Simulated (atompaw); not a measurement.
**Pd (Z = 46): one change to a PAW (atompaw) potential, before and after**

```
Element                 : palladium
Generator               : atompaw 4.2.0.5
Type                    : PAW
Functional              : LDA (PW92)
Relativity              : scalar-relativistic
Frozen core             : [Kr]
Valence charge          : 10
Reference configuration : 4d10 5s0 5p0
Partial waves           : 5s (bound, empty): rc 2.85 bohr; 5s channel at 3.4 Ry: rc 3.00 bohr; 5p (bound, empty): rc 3.00 bohr; 5p channel at 0.35 Ry: rc 3.00 bohr; 4d (bound): rc 1.75 bohr; 4d channel at 0.05 Ry: rc 1.75 bohr
Local potential         : bessel scheme, radius 2.00 bohr
Core correction         : smooth core density matched at 2.30 bohr
Augmentation charge     : besselshape compensation charge, radius 2.70 bohr; PAW radius 3.00 bohr; waves and projectors: custom rrkj gramschmidtortho
```

Change: all radii scaled by about 0.91 (s 2.60, p 2.74, d 1.60 bohr); local potential bessel scheme, radius 1.82 bohr; augmentation besselshape compensation charge, radius 2.46 bohr; PAW radius 2.74 bohr; waves and projectors: custom rrkj gramschmidtortho; core correction smooth core density matched at 2.10 bohr.

Cutoffs: the cutoffs (Ry, on a coarse ladder) from which the occupation-weighted sum of valence levels, in a spherical-Bessel basis at the reference potential, stays within 10 and 1 mRy of its value at 400 Ry; they do not see the model core or the augmentation charge, which bear on the density cutoff.

What does the change do?

The potential gets harder (35 Ry and 60 Ry → 40 Ry and 70 Ry); neither file shows a bound ghost. A smaller radius makes the pseudo-wave follow the all-electron one further in, where it bends more sharply, so more plane waves are needed.

| quantity | base | changed |
| --- | --- | --- |
| cutoff, loose | 35 Ry | 40 Ry |
| cutoff, tight | 60 Ry | 70 Ry |
| bound ghosts | none | none |
| lowest overlap eigenvalue by channel | s 0.65, p 0.59, d 0.96 | s 0.73, p 0.59, d 0.94 |

 The cutoffs see the waves, projectors and local potential, not the compensation charge or the core.
